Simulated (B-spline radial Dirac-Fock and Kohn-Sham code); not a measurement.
**Nb²⁺ 4d3/2: cross section and angular parameters**

System: Nb²⁺ in the configuration [Kr] 4d3; threshold 23.39 eV (orbital energy of the model). These are calculated numbers from a B-spline atomic structure program; the model is Dirac-Hartree-Slater photoionisation with a Latter tail; cross sections with all multipoles, angular parameters from the dipole term and its interference with E2.

Input file task.json (cfg lists n, l and occupation; rrms is the nuclear radius in fm):

```json
{"items": [{
  "Z": 41,
  "q": 2,
  "cfg": [[1, 0, 2], [2, 0, 2], [2, 1, 6], [3, 0, 2], [3, 1, 6], [3, 2, 10], [4, 0, 2], [4, 1, 6], [4, 2, 3]],
  "A": 93,
  "rrms": 4.324,
  "do": "xps",
  "hv": [51.1, 52.7, 60.8, 100, 125.0, 150, 174.0, 177.0, 207.0, 262.0, 274.0, 293.0, 300, 342.0, 343.0, 389.0, 392.0, 440.0, 466.0, 764.0, 2570.0, 2984.4, 3210.0, 3660.0, 4000, 5414.7, 7590.0, 8550.0, 9251.7, 15000]
}]}
```

Command: `python xray2_run.py task.json out`

```tsv
hν (eV)	σ (kb)	β	γ	δ
51.1	537	1.471	-0.009	0.008
52.7	449	1.540	-0.008	0.008
60.8	178	1.866	0.005	0.009
100	35.8	-0.790	0.178	-0.046
125	58.5	-0.100	0.060	-0.026
150	67.1	0.313	0.018	-0.016
174	66.6	0.546	-0.001	-0.010
177	66.2	0.569	-0.003	-0.009
207	60.7	0.751	-0.014	-0.004
262	47.9	0.959	-0.020	0.003
274	45.2	0.991	-0.019	0.005
293	41.2	1.036	-0.017	0.007
300	39.8	1.050	-0.016	0.007
342	32.4	1.122	-0.009	0.011
343	32.2	1.123	-0.009	0.011
389	25.9	1.178	0.003	0.014
392	25.5	1.181	0.004	0.014
440	20.5	1.222	0.019	0.017
466	18.3	1.238	0.029	0.019
764	5.97	1.305	0.151	0.033
2570	0.175	1.060	0.731	0.106
2984.4	0.106	1.006	0.815	0.123
3210	0.0828	0.978	0.855	0.133
3660	0.0525	0.928	0.926	0.152
4000	0.0383	0.894	0.974	0.166
5414.7	0.0128	0.777	1.126	0.223
7590	0.00355	0.651	1.281	0.307
8550	0.00224	0.608	1.330	0.343
9251.7	?	?	?	?
15000	0.000232	0.416	1.487	0.555
```

Q: Give the values at Ga Kα (9251.7 eV).

A: σ = 0.00164 kb, β = 0.580, γ = 1.360, δ = 0.368.
